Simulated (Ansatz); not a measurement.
The same path of H3OSTe (6 atoms, charge 1, multiplicity 1) was run 3 times with different band settings. Lost on the way: Te3–H6. Made: S2–H6.

These are results of RKS B3LYP-D4/def2-SVP (Ansatz 0.2.0), not measurements.

Relaxed end points:

```xyz
6
Properties=species:S:1:pos:R:3
O -1.194 0.359 -0.586
S 0.673 -0.804 -0.571
Te 1.298 -0.960 1.617
H -1.912 -0.180 -0.969
H -1.092 1.139 -1.165
H 2.227 0.446 1.675
```

```xyz
6
Properties=species:S:1:pos:R:3
O -1.064 0.464 -0.488
S 1.190 -0.637 0.017
Te 1.213 -1.672 2.066
H -1.617 -0.133 -1.019
H -1.114 1.316 -0.953
H 1.392 0.663 0.376
```

Common settings: spring 5.0 eV/Å²; optimiser quadratic models (default); start path through a guess of the saddle point; force threshold 0.05 eV/Å; end points relaxed.

| run | movable images | climbing image | iteration limit |
| --- | --- | --- | --- |
| 1 | 7 | yes | 50 |
| 2 | 8 | no | 48 |
| 3 | 6 | no | 60 |

What does each run give, and how far can it be trusted?

Run 1: converged after 7 iterations, highest image 1.474 eV above the first end. A vibrational analysis at the climbing image gives one clearly imaginary mode, 1299i cm⁻¹: a first-order saddle point.
Run 2: converged after 6 iterations, highest image 1.465 eV above the first end. No image climbed, so the highest image needn't sit at the top of the path.
Run 3: converged after 7 iterations, highest image 1.407 eV above the first end. No image climbed, so the highest image needn't sit at the top of the path.
The orbitals stay closed-shell, which can raise the energy where a bond breaks towards radicals; this wasn't checked here. Limits of this set-up: the dipole of an ion depends on the origin.
